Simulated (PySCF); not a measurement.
# Steps of a relaxation of Ir2H6

Ir2H6 (triplet; a saddle point, relaxed within its symmetry). PySCF 2.14.0, UKS PBE, Ir def2-SVP with ECP60, H def2-SVP; non-relativistic Hamiltonian with scalar-relativistic core potentials where named; density fitting; no spin-orbit coupling. Origin of the start: template. Columns: position (Å) and force (eV/Å). Energies are counted from the last step; some of the 7 steps are shown. Forces carry noise of the integration grid, about 0.01 to 0.03 eV/Å.

Run from Python with OMP_NUM_THREADS=2. Where DIIS fails, smearing, a level shift and second-order steps follow.
It took 38 s on 2 threads of Arm Neoverse V1, with other jobs on the host, from the converged density of the start.

```xyz
8
step 0  E = 0.443 eV
Ir    0.0000    0.0000    1.3072     0.00    0.00    1.79
Ir    0.0000    0.0000   -1.3072     0.00    0.00   -1.79
H     1.1179    0.0000    0.0000     0.50    0.00    0.00
H    -1.1179    0.0000    0.0000    -0.50    0.00    0.00
H     0.0000    1.4595    2.2173     0.00   -1.16   -0.94
H     0.0000   -1.4595    2.2173     0.00    1.16   -0.94
H     0.0000    1.4595   -2.2173     0.00   -1.16    0.94
H     0.0000   -1.4595   -2.2173     0.00    1.16    0.94
```

```xyz
8
step 2  E = 0.012 eV
Ir    0.0000    0.0000    1.3039     0.00    0.00   -0.30
Ir    0.0000    0.0000   -1.3039     0.00    0.00    0.30
H     1.1610    0.0000    0.0000     0.08    0.00    0.00
H    -1.1610    0.0000    0.0000    -0.08    0.00    0.00
H     0.0000    1.3795    2.0938     0.00    0.25    0.07
H     0.0000   -1.3795    2.0938     0.00   -0.25    0.07
H     0.0000    1.3795   -2.0938     0.00    0.25   -0.07
H     0.0000   -1.3795   -2.0938     0.00   -0.25   -0.07
```

```xyz
8
step 4  E = 0.000 eV
Ir    0.0000    0.0000    1.2978     0.00    0.00   -0.02
Ir    0.0000    0.0000   -1.2978     0.00    0.00    0.02
H     1.1688    0.0000    0.0000     0.03    0.00    0.00
H    -1.1688    0.0000    0.0000    -0.03    0.00    0.00
H     0.0000    1.4009    2.0804     0.00   -0.01   -0.01
H     0.0000   -1.4009    2.0804     0.00    0.01   -0.01
H     0.0000    1.4009   -2.0804     0.00   -0.01    0.01
H     0.0000   -1.4009   -2.0804     0.00    0.01    0.01
```

Question: Where does the relaxation end?

Answer: It converges at step 6 in D2h:
```xyz
8
step 6  E = 0
Ir    0.0000    0.0000    1.2957
Ir    0.0000    0.0000   -1.2957
H     1.1725    0.0000    0.0000
H    -1.1725    0.0000    0.0000
H     0.0000    1.4018    2.0752
H     0.0000   -1.4018    2.0752
H     0.0000    1.4018   -2.0752
H     0.0000   -1.4018   -2.0752
```

Question: How did the contacts change?

Answer: 
| contact | start (Å) | end (Å) |
| --- | --- | --- |
| Ir1–H3 (H) | 1.720 | 1.747 |
| Ir1–H4 (H) | 1.720 | 1.747 |
| Ir1–H5 (H) | 1.720 | 1.604 |
| Ir1–H6 (H) | 1.720 | 1.604 |
| Ir2–H7 (H) | 1.720 | 1.604 |
| Ir2–H8 (H) | 1.720 | 1.604 |


Open shells may have lower solutions than the one found.
